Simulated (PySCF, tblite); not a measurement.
Rigid-rotor lines calculated for a species of formula C6H5ClO2 (commonest isotopes; PBE0/def2-SVPD in PySCF (dipole) on a GFN2-xTB geometry, gas phase), labelled J(Ka,Kc):

```
     transition     MHz
2(0,2) ← 1(0,1)  3659.5
2(1,2) ← 1(1,1)  3408.8
1(0,1) ← 0(0,0)  1852.6
1(1,1) ← 0(0,0)  3133.5
2(1,1) ← 1(1,0)  4001.7
```

Task: Find the rotational constants.

Result: 1(0,1) ← 0(0,0) is B + C, 2(1,1) ← 1(1,0) is 3B + C and 2(1,2) ← 1(1,1) is B + 3C, so B − C is half the difference of the last two, 296.4 MHz. 1(1,1) ← 0(0,0) is A + C. A = 2355.4, B = 1074.5, C = 778.1 MHz.

Task: What moments of inertia, asymmetry and inertial defect follow?

Result: I = 505379 MHz·u·Å² over each constant: Ia = 214.56, Ib = 470.32, Ic = 649.50 u·Å²; κ = (2B − A − C)/(A − C) = -0.624 (asymmetric top); Δ = Ic − Ia − Ib = -35.39 u·Å².

Task: Which dipole components do these lines need?

Result: μa and μb (a-type: ΔKa even, ΔKc odd; b-type: both odd). The calculation gives |μa| = 0.27 D, |μb| = 0.64 D, |μc| = 0.31 D.

Task: Where do these fall, and of which type are they? 3(3,0) ← 2(2,0); 3(3,0) ← 3(2,1); 2(2,1) ← 2(1,1); 2(2,1) ← 2(1,2); 3(2,2) ← 2(1,1); 3(3,1) ← 2(2,1); 3(1,3) ← 2(1,2); 3(2,1) ← 2(1,2); 1(1,0) ← 0(0,0); 1(1,1) ← 1(0,1); 2(2,0) ← 1(1,0); 2(2,0) ← 1(1,1); 3(1,3) ← 2(0,2); 3(2,2) ← 3(1,3); 3(2,1) ← 2(1,1).

Result: 
| transition | MHz | type | branch |
| --- | --- | --- | --- |
| 1(1,1) ← 1(0,1) | 1281 | c | Q |
| 1(1,0) ← 0(0,0) | 3430 | c | R |
| 2(2,1) ← 2(1,1) | 3843 | c | Q |
| 2(2,1) ← 2(1,2) | 4732 | b | Q |
| 3(1,3) ← 2(1,2) | 5087 | a | R |
| 3(2,2) ← 3(1,3) | 5203 | b | Q |
| 3(1,3) ← 2(0,2) | 6117 | b | R |
| 3(3,0) ← 3(2,1) | 6955 | b | Q |
| 2(2,0) ← 1(1,0) | 7890 | c | R |
| 2(2,0) ← 1(1,1) | 8186 | b | R |
| 3(2,2) ← 2(1,1) | 9400 | b | R |
| 3(2,1) ← 2(1,1) | 9622 | c | R |
| 3(2,1) ← 2(1,2) | 10512 | b | R |
| 3(3,0) ← 2(2,0) | 12689 | c | R |
| 3(3,1) ← 2(2,1) | 12730 | c | R |

Task: Which structure gave them?

Result: `C[C@H]1C(=O)C=C(Cl)C1=O`, point group C1. Three constants can't fix a structure by themselves; this is the one that was computed:
```
atom  x, y, z in Å
C1    -1.759   -0.500    0.018
C2    -0.498    0.139   -0.570
C3     0.034    1.261    0.316
O4    -0.565    2.252    0.638
C5     1.406    0.895    0.713
C6     1.755   -0.285    0.173
Cl7    3.224   -1.110    0.341
C8     0.648   -0.852   -0.660
O9     0.671   -1.887   -1.263
H10   -1.553   -0.899    1.009
H11   -2.099   -1.310   -0.622
H12   -2.543    0.248    0.100
H13   -0.731    0.529   -1.566
H14    2.009    1.518    1.350
```

Its GFN2-xTB frequencies are all real (lowest 27 cm⁻¹). These are rigid-rotor constants of the computed structure; measured ground-state constants (B0) also hold zero-point vibration. A rigid rotor knows nothing of internal rotation, which can split or shift real lines. Quadrupole hyperfine structure (35Cl) is left out.

Hardware: an Arm Neoverse N1 with one thread, shared host with 64 logical CPUs at a one-minute load of 60. Cost: 1.7 min wall (with the writing of density and orbital grids), 0.86 GiB resident at most. This is the PBE0/def2-SVPD job that gave the dipole, with the excitations it also computed.
